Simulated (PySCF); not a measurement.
## Gas-phase XPS of `CO/C=N/[SiH3]`, computed

Compound: C2H7NOSi.
Atom-mapped SMILES: `[CH3:1][O:2]/[CH:3]=[N:4]/[SiH3:5]`

Geometry (PBE0-D3(BJ)/def2-SVP, Å), atoms numbered from 1 in this order:
```
atom  x, y, z in Å
C1     2.0280   -0.2544    1.2471
O2     1.2222   -1.3144    0.7651
C3     0.1725   -0.9703    0.0276
N4    -0.1355    0.2198   -0.2559
Si5   -1.4995    0.7204   -1.2075
H6     2.8337   -0.7202    1.8267
H7     1.4404    0.4263    1.8811
H8     2.4423    0.3317    0.4131
H9    -0.3680   -1.8863   -0.2799
H10   -2.3762    1.6048   -0.3847
H11   -2.3156   -0.4444   -1.6954
H12   -1.0190    1.4944   -2.3896
```

Method used: PySCF, delta-SCF UKS SCAN, pcX-2 on the ionised atom, pcseg-1 elsewhere, spin-free X2C. Vertical ΔSCF values, vacuum level as zero.

List the computed XPS lines with their assignment.

| atom(s) | environment | level | binding energy (eV) | 2p1/2 (eV) | above the level's lowest (eV) | count |
| --- | --- | --- | --- | --- | --- | --- |
| C1 | methoxy carbon | C 1s | 292.47 | – | 0.00 | 1 |
| O2 | oxygen bonded to 2 C | O 1s | 539.39 | – | 0.00 | 1 |
| C3 | C=N carbon | C 1s | 293.48 | – | +1.01 | 1 |
| N4 | C=N nitrogen | N 1s | 403.87 | – | 0.00 | 1 |
| Si5 | SiH3 silicon | Si 2p3/2 | 106.92 | 107.54 | 0.00 | 1 |
| Si5 | SiH3 silicon | Si 1s | 1846.76 | – | 0.00 | 1 |

The listed C 1s values span 1.01 eV, from C1 (bonded to O and 3 H) to C3 (bonded to O, N (double bond) and H). Summing the Pauling electronegativity differences to the bonded atoms, each weighted by its formal bond order, gives -0.16 for the lowest site and +1.52 for the highest.

Which photon wavelength matches the Si 1s of Si5 threshold?

λ = hc/E = 12398.42 eV Å / 1846.76 eV = 6.714 Å.

For 2p shells one spin-free hole was relaxed; a mean-field spin–orbit operator and the ground-state splitting of the three 2p orbitals were then diagonalised within the shell. The shell's mean is (2 × 2p3/2 + 2p1/2)/3, and the degeneracies 2j + 1 give areas of 2:1. 2p1/2 minus 2p3/2 (ligand field included): Si 0.62 eV. One conformer (not necessarily the lowest) at the PBE0-D3(BJ)/def2-SVP geometry, without solvent, vibrations or thermal averaging.
